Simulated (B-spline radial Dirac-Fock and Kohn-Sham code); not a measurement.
## X-ray form factors of cobalt in several charge states

Method: Dirac-Fock densities. Computed with a B-spline atomic structure program.

Configurations: Co²²⁺ [He] 2s2 2p1; Co²³⁺ [He] 2s2; Co²⁵⁺ 1s2; Co²⁶⁺ 1s1. The first column is f₀ of Co²²⁺, the others are differences from it.

| s (Å⁻¹) | Co²²⁺ | Δ Co²³⁺ | Δ Co²⁵⁺ | Δ Co²⁶⁺ |
| --- | --- | --- | --- | --- |
| 0 | 5.000 | -1.000 | -3.000 | -4.000 |
| 0.05 | 4.997 | -0.999 | -2.997 | -3.997 |
| 0.1 | 4.986 | -0.996 | -2.987 | -3.987 |
| 0.15 | 4.969 | -0.991 | -2.971 | -3.970 |
| 0.2 | 4.945 | -0.985 | -2.948 | -3.947 |
| 0.25 | 4.915 | -0.976 | -2.919 | -3.917 |
| 0.3 | 4.879 | -0.966 | -2.884 | -3.881 |
| 0.35 | 4.836 | -0.954 | -2.843 | -3.839 |
| 0.4 | 4.787 | -0.941 | -2.797 | -3.792 |
| 0.45 | 4.733 | -0.926 | -2.746 | -3.739 |
| 0.5 | 4.674 | -0.909 | -2.689 | -3.681 |
| 0.6 | 4.541 | -0.872 | -2.563 | -3.552 |
| 0.7 | 4.393 | -0.831 | -2.422 | -3.407 |
| 0.8 | 4.231 | -0.786 | -2.269 | -3.249 |
| 0.9 | 4.059 | -0.738 | -2.108 | -3.083 |
| 1 | 3.882 | -0.689 | -1.941 | -2.911 |
| 1.1 | 3.701 | -0.639 | -1.773 | -2.736 |
| 1.2 | 3.520 | -0.588 | -1.605 | -2.562 |
| 1.4 | 3.168 | -0.491 | -1.282 | -2.224 |
| 1.6 | 2.841 | -0.400 | -0.989 | -1.913 |
